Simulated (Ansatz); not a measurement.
Stepwise reaction of `C[O][SnH]([Cl])[O]C` with hydrogen chloride, as a gas-phase model of exchange steps in deposition or etching. ΔE in kJ/mol.

Program: Ansatz. Geometries: PBE0-D4/def2-TZVP. ΔE: electronic, gas phase. CCSD(T)/CBS adds triple-zeta CCSD(T) − MP2 to the extrapolated MP2 energy (def2 sets, frozen cores). This one scheme is used for every species. DFT in def2-TZVPP. B3LYP here is the variant with VWN-RPA as its local correlation; programs differ in this. def2 core potentials past Kr. For Sn outer-core shells are correlated without core-valence functions, which leaves a few kJ/mol of doubt a bond. One conformer a species, not always the lowest.

```json
{"step": "1", "reaction": "`C[O][SnH]([Cl])[O]C` + HCl → `C[O][SnH]([Cl])[Cl]` + CH₃OH", "PBE-D4": "-68.8", "B3LYP-D4": "-68.3", "ωB97M-V": "-69.9", "CCSD(T)/CBS": "-64.9"}
```

Problem. Give the row of step 2, `C[O][SnH]([Cl])[Cl]` + HCl → `[Cl][SnH]([Cl])[Cl]` + CH₃OH. (Best estimate.)

Solution. The calculation gave: 
```json
{"step": "2", "reaction": "`C[O][SnH]([Cl])[Cl]` + HCl → `[Cl][SnH]([Cl])[Cl]` + CH₃OH", "PBE-D4": "-57.4", "B3LYP-D4": "-57.5", "ωB97M-V": "-59.3", "CCSD(T)/CBS": "-54.2"}
```

Problem. By hand: ΔE of the 2 steps together at CCSD(T)/CBS.

Solution. (-64.9) + (-54.2) = -119.1 kJ/mol, or -59.6 kJ/mol a step.

In ΔE each step is higher than the one before. All are downhill at CCSD(T)/CBS. PBE-D4 differs from CCSD(T)/CBS by -3.9 to -3.2 kJ/mol a step. Isolated molecules leave out the surface, adducts and barriers. Largest T1 diagnostic: 0.013.
